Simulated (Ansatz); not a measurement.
Two isomers of C2H6AlNO: A = `CC1[NH][AlH][O]1`, B = `[CH3][AlH][C](=N)O`.

Gas-phase electronic energies from Ansatz, PBE0-D4/def2-TZVP geometries. CBS: MP2 limit from def2 TZ/QZ plus the TZ coupled-cluster correction, frozen cores. Functionals use def2-TZVPP. B3LYP here is the variant with VWN-RPA as its local correlation; programs differ in this. One conformer a species, not always the lowest.

Which is lower in electronic energy at CCSD(T)/CBS, and by how much? (Estimate.)

The calculation gave: A, by 153.4 kJ/mol.

Give E(B) − E(A) in kJ/mol with B3LYP-D4, PBE-D4, B3LYP, MP2/def2-TZVPP, PBE0-D4, CCSD/def2-TZVPP, CCSD(T)/def2-TZVPP. (An estimate is asked.)

Computed: B3LYP-D4 137.8, PBE-D4 133.9, B3LYP 133.5, MP2/def2-TZVPP 163.0, PBE0-D4 148.4, CCSD/def2-TZVPP 153.6, CCSD(T)/def2-TZVPP 150.7. None reverses the order clearly.

Largest T1 diagnostic: 0.014.

From PBE to PBE0 (25 % exact exchange), in def2-TZVPP and without D4, E(B) − E(A) moves by +15.1 kJ/mol. In def2-TZVPP, CCSD(T) changes the Hartree–Fock value by +7.6 kJ/mol (the triples alone add −2.9 kJ/mol) and MP2 by +19.9 kJ/mol.
